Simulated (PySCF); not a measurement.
Computed spin Hamiltonian

Species: C7H10N (doublet state).
Z-matrix (Å and degrees, GFN2-xTB geometry), rows numbered from 1:
```
N 
C   1  1.4658
C   2  1.4995  1  112.27
C   3  1.4100  2  120.87  1   -89.72
C   4  1.3535  3  122.11  2   174.76
C   5  1.4903  4  122.34  3    -0.58
C   6  1.4906  5  112.76  4     0.49
C   7  1.3534  6  122.34  5    -0.46
H   1  1.0159  2  109.60  3   -58.58
H   1  1.0159  2  109.59  3    58.83
H   2  1.0939  1  107.14  3   121.82
H   2  1.0934  1  107.16  3  -121.77
H   4  1.0822  3  118.26  2    -5.73
H   5  1.0801  4  120.82  3   179.37
H   6  1.1025  5  109.80  4   123.35
H   6  1.1030  5  109.80  4  -122.22
H   7  1.0803  6  116.83  5   179.57
H   8  1.0826  3  118.20  2     5.78
```

The hyperfine couplings belong to this conformer and change with its torsions.

Identity: `C1=C(C=CC[CH]1)CN` [radical].

Method used: UKS B3LYP, pcH-1 on C H N, non-relativistic, mean-field spin-orbit, GIAO (PySCF 2.14.0). One conformer (not necessarily the lowest) at the GFN2-xTB geometry, without solvent, vibrations or thermal averaging. Couplings are sensitive to structure, and on GFN2-xTB geometries they can be far from those on DFT ones. Stability of the SCF solution: not tested. ⟨S²⟩ is 0.783 where a pure state has 0.75.

```
g1, g2, g3                      : 2.00216, 2.00266, 2.00284
g_iso                           : 2.00256
Form of g                       : rhombic: the two nearest values differ by 27 % of g3 − g1
⟨S²⟩                            : 0.7830 (exact 0.7500)
α and β electrons               : 30, 29
HOMO–LUMO gap, α and β orbitals : 4.17, 4.41 eV
```

Hyperfine couplings atom by atom, in 10⁻⁴ cm⁻¹; T1 to T3 are the principal values of the dipolar part (1 × 10⁻⁴ cm⁻¹ = 2.998 MHz):

```csv
atom,isotope,a_iso,T1,T2,T3,Mulliken spin population
N1,14N,1.3,-1.1,-1.1,2.2,0.05
C2,13C,-6.1,-0.3,-0.1,0.4,-0.03
C3,13C,17.0,-14.8,-14.2,29.1,0.54
C4,13C,-12.2,-7.7,3.3,4.4,-0.20
C5,13C,12.2,-11.1,-10.4,21.5,0.42
C6,13C,-10.8,-0.5,-0.1,0.6,-0.08
C7,13C,12.0,-10.9,-10.2,21.1,0.41
C8,13C,-12.1,-7.6,3.2,4.4,-0.20
H9,1H,-1.4,-1.7,-0.3,2.0,0.00
H10,1H,-1.4,-1.8,-0.3,2.0,0.00
H11,1H,3.9,-1.1,-0.6,1.6,0.01
H12,1H,2.6,-1.0,-0.6,1.6,0.00
H13,1H,3.1,-1.3,-0.4,1.7,0.01
H14,1H,-9.0,-5.2,-0.4,5.6,-0.02
H15,1H,48.6,-1.3,-0.2,1.4,0.06
H16,1H,50.0,-1.2,-0.2,1.4,0.06
H17,1H,-8.9,-5.1,-0.4,5.5,-0.02
H18,1H,3.1,-1.3,-0.3,1.7,0.01
```

The Mulliken spin populations are largest on C3 (+0.54), C5 (+0.42), C7 (+0.41) and C4 (-0.20). Three atoms exceed +0.15. The positive populations add up to 1.56 and the negative ones to -0.56, together 2S = 1. The angles at C3 add up to 359.7°, so it is planar.

C5, the radical centre as drawn in `NCC1=C[CH]CC=C1`, holds a spin population of +0.42 out of 1.

Axes: g3 points within 2° of the C4–C5 bond.

Under fast tumbling the dipolar parts average out, and these isotropic splittings remain: 2 × 1H (H15/H16, I = 1/2, 3 lines) with 5.27 mT, 2 × 1H (H14/H17, I = 1/2, 3 lines) with 0.96 mT, 2 × 1H (H11/H12, I = 1/2, 3 lines) with 0.35 mT, 2 × 1H (H13/H18, I = 1/2, 3 lines) with 0.33 mT, 2 × 1H (H9/H10, I = 1/2, 3 lines) with 0.15 mT and 1 × 14N (N1, I = 1, 3 lines) with 0.14 mT.

Means are taken over nuclei equivalent by connectivity, which assumes that they swap fast.

The 13C coupling of C3 (51.0 MHz) shows only in satellite lines or after enrichment, since that isotope makes up about 1.07 % of natural carbon.

Examples of negative spin density at the nucleus (bohr⁻³): C4/C8 (-0.0323), C6 (-0.0289) and C2 (-0.0162).

On Arm Neoverse V2, one thread (shared host), this took 92 s (grids of density and orbitals included) and 0.97 GiB of memory at its peak.
